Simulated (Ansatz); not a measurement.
**Worked example: BH(CH3)Cl + CH2FI → BH(CH3)I + CH2ClF**

Gas-phase species: BH(CH3)Cl, singlet; CH2FI (fluoroiodomethane) `FCI`, singlet; BH(CH3)I, singlet; CH2ClF (chlorofluoromethane) `FCCl`, singlet. The partners trade Cl for I: B–Cl and C–I bonds give way to B–I and C–Cl.

Shapes, held fixed at every level: PBE0-D4/def2-TZVP. Programs: Ansatz 0.2.0. The zero-point and thermal change to 298 K, harmonic and unscaled (PBE0-D4/def2-TZVP), is +0.5 kJ/mol.

At CCSD(T)/def2-TZVPP; 1 Eh = 2625.50 kJ/mol:

| species | energy (Eh) |
| --- | --- |
| BH(CH3)Cl | -524.988618 |
| CH2FI | -436.101620 |
| BH(CH3)I | -362.386138 |
| CH2ClF | -598.693144 |

Problem. Work out ΔH(298 K) of the reaction at this level.

Solution. 
1. Products less reactants: (-362.386138) + (-598.693144) − [(-524.988618) + (-436.101620)] = 0.010956 Eh = +28.8 kJ/mol.
2. With the thermal change: +28.8 + (+0.5) = +29.3 kJ/mol.

Other levels give +27.6 (HF/def2-TZVPP) to +31.8 kJ/mol (CCSD(T)/def2-SVP). No measured value is set beside it here. For atoms past krypton def2 sets carry core potentials with scalar relativity. Outer-core shells of I are correlated, in sets that cover them unevenly.
